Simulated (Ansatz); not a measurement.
Two isomers of CH6BFO2Si: A = `B[Si](O)(F)OC`, B = `COB(F)O[SiH3]`.

Computed with Ansatz on PBE0-D4/def2-TZVP structures; ΔE is electronic, products minus reactants. CBS: MP2 limit from def2 TZ/QZ plus the TZ coupled-cluster correction, frozen cores. Functionals use def2-TZVPP. B3LYP here is the variant with VWN-RPA as its local correlation; programs differ in this. Each species was taken in one conformer, which may not be the lowest.

A:

```xyz
12

B     0.3511   -0.6423    1.9242
Si    0.8622    0.0614    0.1180
O     2.2598   -0.6030   -0.3842
F     1.0216    1.6478    0.3049
O    -0.2246   -0.1814   -1.0759
C    -1.5146    0.3895   -1.1183
H    -0.7935   -0.7033    2.2651
H     1.1767   -0.9975    2.7099
H     2.4523   -0.5781   -1.3237
H    -2.0847    0.1624   -0.2106
H    -1.4611    1.4758   -1.2358
H    -2.0451   -0.0312   -1.9736
```

B:

```xyz
12

C     0.0617    0.8500   -2.0481
O     0.0894    0.4116   -0.7036
B    -0.4894   -0.7392   -0.2917
F    -1.1295   -1.5342   -1.1504
O    -0.4294   -1.1074    1.0072
Si    0.2773   -0.3560    2.3005
H    -0.4860    0.1562   -2.6882
H     1.0874    0.9420   -2.4098
H    -0.4152    1.8310   -2.0880
H     1.7380   -0.2140    2.0800
H     0.0254   -1.2208    3.4761
H    -0.3299    0.9808    2.5160
```

Which isomer does CCSD(T)/CBS put lower? Give the gap. (Estimate.)

Ansatz gave: B, by 41.4 kcal/mol.

Give E(B) − E(A) in kcal/mol with CCSD/def2-TZVPP, PBE-D4, HF/def2-TZVPP, r2SCAN-D4, B2PLYP, B3LYP, B3LYP-D4. (An estimate is asked.)

Ansatz gave: CCSD/def2-TZVPP -43.1, PBE-D4 -42.9, HF/def2-TZVPP -45.6, r2SCAN-D4 -43.8, B2PLYP -43.9, B3LYP -44.5, B3LYP-D4 -43.8. None reverses the order clearly.

Largest T1 diagnostic: 0.012.

In def2-TZVPP, CCSD(T) changes the Hartree–Fock value by +2.4 kcal/mol (the triples alone add −0.1 kcal/mol) and MP2 by +2.5 kcal/mol. The D4 term adds +0.8 kcal/mol with B3LYP and +0.4 kcal/mol with PBE0; it sums over pairs of atoms, weighted by their polarisabilities, and B3LYP, whose exchange is more repulsive, gets the larger term.
